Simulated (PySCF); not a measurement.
# Bonding in `O=C=C(C=O)[C@H]([SiH3])CF`

Compound: C5H7FO2Si.
Atom-mapped SMILES: `[O:1]=[C:2]=[C:3]([CH:4]=[O:5])[C@H:6]([SiH3:7])[CH2:8][F:9]` (hydrogens: H10 on C4; H11 on C6; H12, H13, H14 on Si7; H15, H16 on C8)

Cartesian coordinates in Å at the GFN2-xTB level; atoms count from 1:
```
atom  x, y, z in Å
O1     1.9619   -2.2510    0.5615
C2     1.4998   -1.2596    0.1883
C3     1.0388   -0.1211   -0.2644
C4     1.9510    0.9424   -0.6593
O5     1.5839    2.0165   -1.0690
C6    -0.4420    0.1786   -0.3572
Si7   -1.0339    0.9452    1.3049
C8    -1.2330   -1.0539   -0.7477
F9    -1.1397   -2.0141    0.2357
H10    3.0208    0.6941   -0.5627
H11   -0.5546    0.9168   -1.1553
H12   -2.4544    1.2593    1.1442
H13   -0.2342    2.1425    1.5369
H14   -0.8189   -0.0450    2.3565
H15   -2.2967   -0.8221   -0.8572
H16   -0.8565   -1.5197   -1.6665
```

Bond orders from the PBE0/pcSseg-1 density (PySCF). Geometry: GFN2-xTB, one conformer, isolated molecule.

Problem. How far do the computed orders between heavy atoms stray from the drawn ones?

Solution. The largest departure is 0.440, at C2–C3 (drawn double, 1.560). Drawn single, order below 0.88: C6–Si7 (0.837) and C8–F9 (0.859). Drawn double or triple, more than 0.30 short of the drawn order: C2–C3 (1.560).

Problem. Set the Mayer orders of the bonds beside their lengths.

Solution. 
```csv
bond,drawn as,length (Å),Mayer order
O1–C2,double,1.156,2.187
C2–C3,double,1.309,1.560
C3–C4,single,1.456,1.058
C4–O5,double,1.207,1.953
C3–C6,single,1.514,0.947
C6–Si7,single,1.924,0.837
C6–C8,single,1.516,1.047
C8–F9,single,1.378,0.859
C4–H10,single,1.103,0.961
C6–H11,single,1.093,0.904
Si7–H12,single,1.464,0.938
Si7–H13,single,1.458,0.950
Si7–H14,single,1.460,0.947
C8–H15,single,1.094,0.947
C8–H16,single,1.097,0.951
```

Bonds between the same two heavy elements. C–O: lowest C4–O5 (1.953, 1.207 Å), highest O1–C2 (2.187, 1.156 Å). C–C: lowest C3–C6 (0.947, 1.514 Å), highest C2–C3 (1.560, 1.309 Å).

Problem. Sum the orders of all bonds at each heavy atom with more than one neighbour and set the sums beside the valence in the SMILES.

Solution. C2 3.747 (drawn 4), C3 3.565 (drawn 4), C4 3.972 (drawn 4), C6 3.735 (drawn 4), Si7 3.672 (drawn 4), C8 3.804 (drawn 4). Orders between atoms that aren't bonded are not in these sums.

The Mayer order sums products of elements of PS (density times overlap matrix) between the two atoms' basis functions, so it depends on the basis set.
